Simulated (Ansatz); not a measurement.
`[GeH3][O][GeH3]` + `BNC` → `B[N](C)[GeH3]` + `[OH][GeH3]` at 298.15 K and 1 bar (ligand exchange at a Ge–O bond).

Computed with Ansatz on PBE0-D4/def2-TZVP structures; ΔE is electronic, products minus reactants. CBS: MP2 limit from def2 TZ/QZ plus the TZ coupled-cluster correction, frozen cores. For Ge outer-core shells are correlated without core-valence functions, which leaves a few kJ/mol of doubt a bond. Scalar relativity is left out up to krypton.

```
          species  CCSD(T)/CBS energy (Eh)  H − E (kJ/mol)  S (J/(mol·K))
`[GeH3][O][GeH3]`              -4231.02116           152.7          349.7
            `BNC`               -121.18426           215.2          268.0
  `B[N](C)[GeH3]`              -2198.49616           255.3          333.9
     `[OH][GeH3]`              -2153.69723           109.3          272.0
```

H − E and S are ideal-gas, rigid-rotor, harmonic terms from PBE0-D4/def2-TZVP. 1 Eh = 2625.50 kJ/mol, R = 8.31446 J/(mol·K).

By hand: ΔE, ΔH, ΔS and ΔG.

ΔE = (-2198.49616) + (-2153.69723) − (-4231.02116) − (-121.18426) = 0.01203 Eh = 31.6 kJ/mol. Δ(H − E) = 255.3 + 109.3 − 152.7 − 215.2 = -3.3, so ΔH = 28.3 kJ/mol. ΔS = 333.9 + 272.0 − 349.7 − 268.0 = -11.8 J/(mol·K). ΔG = 28.3 − 298.15 × (-11.8)/1000 = 31.8 kJ/mol.

By hand: the equilibrium constant, and the temperature at which ΔG would vanish if ΔH and ΔS stayed fixed.

log₁₀ K = −ΔG/(RT ln 10) = -5.6. ΔH and −TΔS have one sign here, so there is no such temperature.

The number of gas molecules stays the same, so ΔS is small and ΔH decides. A doubt of 5 kJ/mol in ΔE shifts log₁₀ K by 0.9 here. Modes under 60 cm⁻¹, often nearly free rotors, make the harmonic entropy too high. These are equilibria of isolated gas molecules and say nothing of rates. Largest T1 diagnostic: 0.013 (customary marks: 0.02 for closed shells, 0.045 for open ones).
